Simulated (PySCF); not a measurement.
An unknown gives this computed stick spectrum. Method: PySCF, TDDFT CAM-B3LYP/def2-SVPD, vertical, gas phase, core orbitals frozen in the response. Geometries: GFN2-xTB, one conformer each.

| state | ν̃ (cm⁻¹) | f | main configurations (H = HOMO, L = LUMO) |
| --- | --- | --- | --- |
| S1 | 68680 | 0.113 | H→L+1 (70%), H-1→L (12%) |
| S2 | 69680 | 0.039 | H→L (29%), H-1→L (26%), H-1→L+1 (20%) |
| S3 | 70260 | 0.051 | H→L (43%), H-1→L (29%) |
| S4 | 71150 | 0.0016 | H-1→L+1 (50%), H→L (11%), H-1→L (9%) |
| S5 | 72060 | 0.017 | H-2→L (32%), H-2→L+1 (31%), H-2→L+2 (18%) |
| S6 | 72780 | 0.027 | H→L+2 (39%), H→L+3 (15%), H→L+4 (14%) |
| S7 | 73290 | 0.0055 | H→L+4 (36%), H-4→L+1 (15%), H→L+3 (9%) |
| S8 | 73790 | 0.018 | H-2→L (23%), H-2→L+1 (22%) |

Question: Which candidate is it? All have the formula C3H9F3Si2.
A. `CC[Si@H]([SiH3])C(F)(F)F`
B. `C[SiH2][C@@H]([SiH3])C(F)(F)F`
C. `C([SiH2][SiH3])(CF)(F)CF`
D. `CC[SiH2][SiH2]C(F)(F)F`

Answer: B. Its S1, at 8.52 eV, is the highest among the candidates; the nearest of the others has S1 at 7.26 eV. S1 is HOMO→LUMO+1 (70%), HOMO-1→LUMO (12%). Löwdin shares by element: HOMO silicon 33%, carbon 33% or more, hydrogen 11% or more (atoms not listed hold the other 24%); LUMO silicon 41%, carbon 10% or more, hydrogen 6% or more (atoms not listed hold the other 42%). At the same level the other candidates give, for their lowest levels:
- `CC[Si@H]([SiH3])C(F)(F)F`: 7.14 eV (f 0.047); 7.44 eV (f 0.024); 7.70 eV (f 0.031); 7.87 eV (f 0.029); 8.18 eV (f 0.024); T1 6.30 eV; HOMO -10.05, LUMO 0.46 eV
- `CC[SiH2][SiH2]C(F)(F)F`: 6.90 eV (f 0.031); 7.31 eV (f 0.025); 7.46 eV (f 0.038); 7.89 eV (f 0.017); 7.98 eV (f 0.002); T1 6.01 eV; HOMO -9.95, LUMO 0.15 eV
- `FCC(F)(CF)[SiH2][SiH3]`: 7.26 eV (f 0.052); 7.59 eV (f 0.038); 7.82 eV (f 0.099); 7.89 eV (f 0.022); 8.18 eV (f 0.008); T1 6.37 eV; HOMO -9.80, LUMO 0.74 eV

Shape of the structure used: `[CH3:1][SiH2:2][C@@H:3]([SiH3:4])[C:5]([F:6])([F:7])[F:8]`: C1–Si2–C3–Si4 -49°, Si2–C3–C5–F6 177°.
Triplets come from the Tamm–Dancoff approximation.
